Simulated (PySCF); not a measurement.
This PySCF input asks for the NMR shieldings of `C#C[P@H+]([BH2-]C#N)CC`, C5H9BNP; the geometry comes from GFN2-xTB.

```python
import basis_set_exchange as bse
import numpy as np
from pyscf import gto, dft
from pyscf.prop import nmr

atoms = """
C    -0.196926   -2.686361    1.445921
C    -0.304528   -1.568188    1.015941
P    -0.586597    0.009972    0.296188
B    -2.172804    0.288720   -0.753347
C    -1.962262    1.781673   -1.123157
N    -1.770613    2.885499   -1.379802
C     0.987108    0.369439   -0.577215
C     2.213621    0.282665    0.322297
H    -0.072657   -3.651681    1.844199
H    -0.435809    0.799017    1.433618
H    -3.122626    0.110960   -0.060544
H    -2.095486   -0.432052   -1.699613
H     0.882382    1.372399   -1.003411
H     1.063931   -0.336212   -1.410941
H     2.313601   -0.716829    0.742104
H     3.113261    0.510109   -0.245715
H     2.139405    0.992900    1.143567
"""
names = dict.fromkeys(["C", "P", "B", "N", "H"], "pcSseg-1")
basis = {el: gto.basis.parse(bse.get_basis(n, elements=[el], fmt="nwchem")) for el, n in names.items()}
mol = gto.M(atom=atoms, basis=basis, charge=0, verbose=0)
mf = dft.RKS(mol, xc="PBE0")
mf.grids.level = 2
mf.grids.alignment = dft.numint.BLKSIZE   # the property module wants whole blocks of grid points
mf.conv_tol = 1e-9
mf.kernel()

calc = nmr.RKS(mf)   # GIAO
C = mf.mo_coeff
Co = C[:, mf.mo_occ > 0]
resp = mf.gen_response(singlet=True, hermi=2)
def vind(x):   # induced exchange potential for any number of trial vectors
    d = np.einsum("pi,xij,qj->xpq", C, 2 * x.reshape(-1, C.shape[1], Co.shape[1]), Co, optimize=True)
    return np.einsum("xpq,pi,qj->xij", resp(d - d.transpose(0, 2, 1)), C, Co, optimize=True).ravel()
mo1, _ = nmr.rhf.solve_mo1(calc, with_cphf=vind)
sigma = calc.kernel(mo1)
for i, s in enumerate(sigma):   # ppm
    print("%2d %-2s %9.2f" % (i, mol.atom_pure_symbol(i), np.trace(s) / 3))
```

Problem. Give the expected output.

Solution. 
```
 0 C      79.83
 1 C     111.07
 2 P     364.20
 3 B     147.47
 4 C      55.15
 5 N     -71.45
 6 C     166.69
 7 C     173.02
 8 H      29.24
 9 H      26.69
10 H      29.83
11 H      29.90
12 H      29.06
13 H      29.91
14 H      29.99
15 H      29.98
16 H      30.68
```

These numbers come from an equivalent density-fitted implementation of the same equations, which agrees with the script to about 0.01 ppm for H and up to a few tenths of a ppm for heavy atoms, so last digits may differ.

Size and cost of the density-fitted run: 188 basis functions, 39 s wall time on 1 thread of an Intel Xeon Platinum 8488C, shared host; peak memory 0.9 GiB.
